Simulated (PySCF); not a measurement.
# Working out the ionisation energy of P²⁺

P²⁺ [Ne] 3s2 3p1 (2P) → P³⁺ [Ne] 3s2 (1S). Calculation: PySCF 2.14, in aug-cc-pV(Q+d)Z; no relativity, point nucleus. Frozen: [Ne]. Energies in hartree (1 hartree = 27.21139 eV):

```
             part  P²⁺ (lower)  P³⁺ (upper)
              UHF  -339.650260  -338.562899
MP2 opposite-spin    -0.045930    -0.036922
    MP2 same-spin    -0.003035     0.000000
```

Task: What does Hartree-Fock give?

Result: (-338.562899) − (-339.650260) = 1.087361 hartree = 29.589 eV.

Task: What do MP2 and SCS-MP2 (6/5 opposite-spin, 1/3 same-spin) give?

Result: The opposite-spin parts differ by 0.245 eV and the same-spin parts by 0.083 eV. MP2: 29.589 + (0.245) + (0.083) = 29.917 eV. SCS-MP2: 29.589 + 1.2 × (0.245) + (0.083)/3 = 29.911 eV.

A first-order spin-orbit estimate adds 0.040 eV to MP2 (valence), giving 29.957 eV against 30.203 eV (measured; NIST Atomic Spectra Database, ionization energies).

What remains against the reference includes basis incompleteness, the frozen core and correlation beyond second order.
